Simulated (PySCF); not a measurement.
Run record: geometry optimisation, [Ag(NH3)2]+, `[NH3]->[Ag+]<-[NH3]`.

Method: PBE0-D3(BJ)/def2-SVP geometry optimisation, gas phase, def2 core potentials past Kr (PySCF 2.14.0). Start geometry: GFN2-xTB. A driver script takes a list of jobs; this job's settings line and coordinates (Å) are shown.

Input:
```
{"job": {"xc": "PBE0", "basis": "def2-SVP", "d3": "d3bj", "grid": 1, "maxiter": 30, "shake": 0.03, "kind": "geom"}, "charge": 1, "multiplicity": 1}
Ag     0.065840    -0.073440     0.012510
N     -0.020750    -0.029030     2.258630
H     -0.479480     0.820080     2.634770
H      1.033500    -0.077340     2.648270
H     -0.540200    -0.820280     2.613260
N     -0.007490     0.030420    -2.272190
H     -0.909180     0.012610    -2.653150
H      0.520690    -0.781740    -2.674200
H      0.469810     0.849280    -2.593570
```

Output:
```
step   0  E = -259.68640332  max force = 0.064220
step   1  E = -259.70029653  max force = 0.009530
step   2  E = -259.70097317  max force = 0.002417
step   3  E = -259.70110824  max force = 0.001208
step   4  E = -259.70115185  max force = 0.000800
step   5  E = -259.70115973  max force = 0.000458
step   6  E = -259.70116459  max force = 0.000248
optimisation converged
```

Energies in Eh; «max force» is the largest Cartesian gradient component in Eh/bohr.

Give the first gradient maximum in eV/Å.

With 1 Eh/bohr = 51.422 eV/Å, 3.302 eV/Å.

How much energy does the optimisation release, in eV?

E(step 0) − E(last step) = 0.014761 Eh, which is 0.402 eV.

In short: final energy -259.70116 Eh after 6 steps.

Give the final coordinates.

0.114 Å rms from the input after alignment:
```
atom  x, y, z in Å
Ag1    0.0180   -0.0127   -0.0028
N2    -0.0019   -0.0324    2.1395
H3    -0.4422    0.8034    2.5304
H4     0.9371   -0.0767    2.5410
H5    -0.5149   -0.8313    2.5187
N6     0.0333    0.0156   -2.1451
H7    -0.9100   -0.0010   -2.5391
H8     0.5261   -0.7850   -2.5465
H9     0.4873    0.8507   -2.5216
```

Estimate the wall time. Hardware: one thread, Arm Neoverse V2 (aarch64), shared host with 96 logical CPUs at a one-minute load of 33. And the peak memory of the process?

About 18 s, with 0.35 GiB resident at the peak, the Python interpreter and its libraries included.
Labels such as C1 count atoms from 1, the log's own numbers from 0.
